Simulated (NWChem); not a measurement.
System: C3H8N, doublet; SMILES [N](CC)C

The following NWChem deck was run.

```
start job
memory heap 200 mb stack 900 mb global 1100 mb
geometry units angstroms noautoz
  C      0.188017    -1.883357     0.034188
  C     -0.408271    -0.484621    -0.094676
  N      0.531232     0.545364     0.239302
  C     -0.015907     1.860930     0.119714
  H     -0.554534    -2.663514    -0.227763
  H      1.064165    -1.994434    -0.635197
  H      0.534398    -2.063142     1.071366
  H     -0.801655    -0.321391    -1.134935
  H     -1.324783    -0.389336     0.549122
  H      0.734239     2.634857     0.379668
  H     -0.909879     2.004551     0.780924
  H     -0.389051     2.068546    -0.916919
end
basis spherical
  * library def2-svp
end
dft
  odft
  mult 2
  xc xtpss03 ctpss03
  iterations 200
end
task dft gradient
```

Excerpt of the output:

```
             Northwest Computational Chemistry Package (NWChem) 7.3.0
             --------------------------------------------------------

 C1  symmetry detected

                             Geometry "geometry" -> ""
                             -------------------------

 Output coordinates in angstroms (scale by  1.889725989 to convert to a.u.)

  No.       Tag          Charge          X              Y              Z
 ---- ---------------- ---------- -------------- -------------- --------------
    1 C                    6.0000     0.17942780     1.88402110     0.00055864
    2 C                    6.0000    -0.44729001     0.49267242    -0.00060719
    3 N                    7.0000     0.53483925    -0.55159689    -0.00074665
    4 C                    6.0000    -0.04106014    -1.86030393     0.00068854
    5 H                    1.0000    -0.59667898     2.67541433     0.00003681
    6 H                    1.0000     0.81866542     2.02049260     0.89543321
    7 H                    1.0000     0.82064673     2.02118848    -0.89278566
    8 H                    1.0000    -1.13407516     0.37225316     0.88107254
    9 H                    1.0000    -1.13244983     0.37308348    -0.88367222
   10 H                    1.0000     0.74179024    -2.64540494     0.00513678
   11 H                    1.0000    -0.70018863    -2.02893168    -0.89044889
   12 H                    1.0000    -0.70805043    -2.02525473     0.88661405

 Effective nuclear repulsion energy (a.u.)     123.7694925734

                                 NWChem DFT Module
                                 -----------------

 Summary of "ao basis" -> "ao basis" (spherical)
 ------------------------------------------------------------------------------
       Tag                 Description            Shells   Functions and Types
 ---------------- ------------------------------  ------  ---------------------
 C                          def2-svp                 6       14   3s2p1d
 N                          def2-svp                 6       14   3s2p1d
 H                          def2-svp                 3        5   2s1p

            General Information
            -------------------
          SCF calculation type: DFT
          Wavefunction type:  spin polarized.
          No. of atoms     :    12
          No. of electrons :    33
           Alpha electrons :    17
            Beta electrons :    16
          Charge           :     0
          Spin multiplicity:     2
          Use of symmetry is: off; symmetry adaption is: off
          Maximum number of iterations: 200
          AO basis - number of functions:    96
                     number of shells:    48
          Convergence on energy requested:  1.00D-06
          Convergence on density requested:  1.00D-05
          Convergence on gradient requested:  5.00D-04

              XC Information
              --------------
                  TPSS metaGGA Exchange Functional  1.000
             TPSS03 metaGGA Correlation Functional  1.000

             Grid Information
             ----------------
          Grid used for XC integration:  medium
          Radial quadrature: Mura-Knowles
          Angular quadrature: Lebedev.
          Tag              B.-S. Rad. Rad. Pts. Rad. Cut. Ang. Pts.
          ---              ---------- --------- --------- ---------
          C                   0.70       49          12.0       434
          N                   0.65       49          10.0       434
          H                   0.35       45          13.0       434
          Grid pruning is: on
          Number of quadrature shells:   556
          Spatial weights used:  Erf1

      Superposition of Atomic Density Guess
      -------------------------------------

 Sum of atomic energies:        -171.11284524

      Non-variational initial energy
      ------------------------------

 Total energy =    -173.525546
 1-e energy   =    -473.788235
 2-e energy   =     176.493196
 HOMO         =      -0.209979
 LUMO         =       0.110310

   convergence    iter        energy       DeltaE   RMS-Dens  Diis-err
 ---------------- ----- ----------------- --------- --------- ---------
 d= 0,ls=0.0,diis     1   -173.6766472136 -2.97D+02  4.53D-03  7.93D-02
                                                     4.49D-03  7.57D-02
 d= 0,ls=0.0,diis     2   -173.7102646787 -3.36D-02  2.94D-03  3.76D-02
                                                     2.65D-03  3.03D-02
 d= 0,ls=0.0,diis     3   -173.7195932946 -9.33D-03  1.08D-03  1.73D-02
                                                     1.08D-03  1.81D-02
 d= 0,ls=0.0,diis     4   -173.7275629987 -7.97D-03  2.88D-04  5.99D-04
                                                     2.39D-04  3.97D-04
 d= 0,ls=0.0,diis     5   -173.7277694910 -2.06D-04  9.49D-05  6.75D-05
                                                     9.31D-05  6.80D-05
  Resetting Diis
 d= 0,ls=0.0,diis     6   -173.7278064962 -3.70D-05  2.46D-05  4.40D-06
                                                     2.35D-05  5.06D-06
 d= 0,ls=0.0,diis     7   -173.7278094112 -2.92D-06  8.60D-06  2.22D-07
                                                     6.26D-06  1.47D-07
 d= 0,ls=0.0,diis     8   -173.7278094964 -8.52D-08  4.06D-06  1.17D-07
                                                     4.32D-06  1.56D-07

         Total DFT energy =     -173.727809496436
      One electron energy =     -477.750062209650
           Coulomb energy =      206.381136882118
    Exchange-Corr. energy =      -26.128376742335
 Nuclear repulsion energy =      123.769492573431

 Numeric. integr. density =       33.000007193273

                    DFT Final Alpha Molecular Orbital Analysis
                    ------------------------------------------

 Vector   15  Occ=1.000000D+00  E=-3.133547D-01
              MO Center=  1.4D-02,  1.0D+00,  7.7D-04, r^2= 3.3D+00
   Bfn.  Coefficient  Atom+Function         Bfn.  Coefficient  Atom+Function
  ----- ------------  ---------------      ----- ------------  ---------------
     6      0.331661   1 C  pz               62      0.261048   6 H  s
    67     -0.261857   7 H  s                20     -0.248772   2 C  pz
    72     -0.205115   8 H  s                77      0.203645   9 H  s
    48      0.152658   4 C  pz                9      0.142968   1 C  pz
    63      0.122824   6 H  s                68     -0.123328   7 H  s

 Vector   16  Occ=1.000000D+00  E=-2.210110D-01
              MO Center=  4.6D-01, -5.4D-01,  9.2D-05, r^2= 1.9D+00
   Bfn.  Coefficient  Atom+Function         Bfn.  Coefficient  Atom+Function
  ----- ------------  ---------------      ----- ------------  ---------------
    32      0.493644   3 N  px               31     -0.360479   3 N  s
    35     -0.333713   3 N  px               30     -0.185539   3 N  s
    18      0.184016   2 C  px                3      0.164450   1 C  s
    46      0.151360   4 C  px               82      0.131647  10 H  s
    16      0.109817   2 C  s                93     -0.109517  12 H  s

 Vector   17  Occ=1.000000D+00  E=-2.059304D-01
              MO Center=  1.1D-01, -6.0D-01, -1.9D-03, r^2= 1.9D+00
   Bfn.  Coefficient  Atom+Function         Bfn.  Coefficient  Atom+Function
  ----- ------------  ---------------      ----- ------------  ---------------
    34      0.578110   3 N  pz               37     -0.436288   3 N  pz
    72      0.182937   8 H  s                77     -0.183562   9 H  s
    87     -0.173297  11 H  s                92      0.172030  12 H  s
    73      0.163162   8 H  s                78     -0.163701   9 H  s
    88     -0.153293  11 H  s                93      0.152462  12 H  s

 Vector   18  Occ=0.000000D+00  E= 4.731938D-02
              MO Center= -9.1D-01, -5.2D-01, -1.7D-03, r^2= 6.1D+00
   Bfn.  Coefficient  Atom+Function         Bfn.  Coefficient  Atom+Function
  ----- ------------  ---------------      ----- ------------  ---------------
    45      1.370857   4 C  s                17      1.345428   2 C  s
    73     -0.902156   8 H  s                78     -0.902846   9 H  s
    88     -0.791711  11 H  s                93     -0.789896  12 H  s
    21     -0.541067   2 C  px                3      0.537489   1 C  s
    83     -0.480909  10 H  s                58     -0.440552   5 H  s

[...]

                         DFT ENERGY GRADIENTS

    atom               coordinates                        gradient
                 x          y          z           x          y          z
   1 C       0.339069   3.560284   0.001056   -0.002946  -0.004112   0.000001
   2 C      -0.845256   0.931016  -0.001147    0.010069  -0.001592  -0.000000
   3 N       1.010700  -1.042367  -0.001411   -0.005104  -0.000590  -0.000014
   4 C      -0.077592  -3.515465   0.001301    0.004751   0.008965   0.000032
   5 H      -1.127560   5.055800   0.000070   -0.001653   0.002159  -0.000002
   6 H       1.547053   3.818177   1.692123    0.001713   0.000354   0.002137
   7 H       1.550797   3.819492  -1.687120    0.001720   0.000360  -0.002131
   8 H      -2.143091   0.703456   1.664986   -0.002728  -0.000460   0.002191
   9 H      -2.140020   0.705026  -1.669898   -0.002721  -0.000466  -0.002191
  10 H       1.401780  -4.999090   0.009707    0.001880  -0.002709  -0.000001
  11 H      -1.323165  -3.834125  -1.682704   -0.002473  -0.000959  -0.002159
  12 H      -1.338021  -3.827177   1.675458   -0.002507  -0.000951   0.002138
```

Level: TPSS/def2-SVP, spin-unrestricted. Geometry: optimised at PBE-D3(BJ)/def2-SVP, spin-unrestricted. No stability test was run on the SCF state.
